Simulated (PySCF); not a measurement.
# How methods differ on the excitation energy of Sb⁺

Sb⁺ [Kr] 4d10 5s2 5p2 (3P) → Sb⁺ [Kr] 4d10 5s1 5p3 (5S), as a difference of total energies. All numbers are calculated (PySCF 2.14, scalar relativity by spin-free X2C-1e, in x2c-TZVPPall (8s6p4d2f, 60 functions)). Correlated levels: valence and next inner shell: [Ar] 3d10 frozen. The calculations carry no spin-orbit coupling.

| method | excitation energy (eV) |
| --- | --- |
| UHF | 4.169 |
| MP2 (valence and next inner shell) | 5.707 |
| SCS-MP2 (valence and next inner shell) | 5.938 |
| CCSD (valence and next inner shell) | 5.622 |
| CCSD(T) (valence and next inner shell) | 5.697 |

Errors of the correlated levels include the incompleteness of this basis and the frozen core.

Task: Which method comes closest to the reference value, and which is furthest?

Result: The reference is 5.897 eV (measured; NIST levels, between the centres of gravity of the two terms). Closest: SCS-MP2 (valence and next inner shell) (error 0.041 eV); furthest: UHF (error -1.728 eV).
